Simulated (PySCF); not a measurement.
Cartesian coordinates in Å; atom numbers follow the order of the lines, from 1:
```xyz
10

Si   -1.3138   -0.6244   -0.5617
Cl   -2.5664    0.2230   -1.9370
Cl   -2.4423   -1.3105    0.9962
Cl   -0.3207   -2.2037   -1.3830
N    -0.1894    0.5798   -0.0778
Si    1.3930    0.4515    0.5774
Cl    2.8313    0.3117   -0.8634
Cl    1.5199   -1.1926    1.7751
Cl    1.7381    2.1515    1.6554
H    -0.5252    1.5368   -0.1768
```

Non-relativistic, rapidly exchanging positions averaged, no solvent model, a single conformation. Shielding tensors at PBE0/pcSseg-1 (GIAO); coordinates at the PBE0-D3(BJ)/def2-SVP level; PySCF 2.14.

Scale: $^{1}$H, $^{29}$Si vs TMS; $^{35}$Cl against HCl; $^{15}$N vs NH3 (reference shieldings calculated alike).

```
                  atoms    nucleus  count  δ (ppm)
                     N5   $^{15}$N      1        ?
                Si1/Si6  $^{29}$Si      2      0.6
                    H10    $^{1}$H      1     2.27
Cl2/Cl3/Cl4/Cl7/Cl8/Cl9  $^{35}$Cl      6        ?
```

Complete the table.

## Answers


- Cl2/Cl3/Cl4/Cl7/Cl8/Cl9: 160 ppm, chlorine bonded to Si
- N5: 97.2 ppm, nitrogen bonded to 2 Si, H

OH and NH positions are those of a molecule without intermolecular hydrogen bonds; in solution they move with solvent, concentration and temperature, and exchange usually removes their couplings. The averaged Cl atoms aren't alike in the static structure (σ from 763 to 798 ppm); the average presumes fast exchange among these sites. Experimental scales use liquid or dissolved standards, which lie at an offset from isolated NH3 (liquid NH3: subtract about 20 ppm).
